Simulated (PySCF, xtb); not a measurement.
Isomers of CH4OSi. All species are isolated molecules in the gas phase. One relaxed conformer stands for each flexible species; it need not be the lowest. Strings in code marks are SMILES.

Quantity: electronic energy of isomers of CH4OSi relative to `C[SiH]=O`, in kJ/mol.

Level 1: PBE-D3(BJ)/def2-TZVP // B3LYP-D3(BJ)/def2-TZVP (PySCF)
Level 2: BP86/6-31G* // B3LYP-D3(BJ)/def2-TZVP (PySCF)
Level 3: PBE/6-31G* // B3LYP-D3(BJ)/def2-TZVP (PySCF)
Level 4: GFN2-xTB (xtb)

```
species                           level 2  level 3  level 4
--------------------------------  -------  -------  -------
`C=[SiH]O` (C–Si–O–H torsion 0°)     80.7     80.7    182.9
`O=C[SiH3]`                         111.3    111.6    253.3
`C1O[SiH2]1`                         99.3     97.3    169.0
```

**Question.** What does level 1 give for each, and how far do the other levels lie from it on average?

**Answer.** 
- `C=[SiH]O` (C–Si–O–H torsion 0°): 58.6
- `O=C[SiH3]`: 134.1
- `C1O[SiH2]1`: 105.3
Mean absolute difference from level 1, which has limits of its own, over these rows (drawn at random from the members that have all these levels): level 2 16.96 kJ/mol, level 3 17.56 kJ/mol, level 4 102.4 kJ/mol.
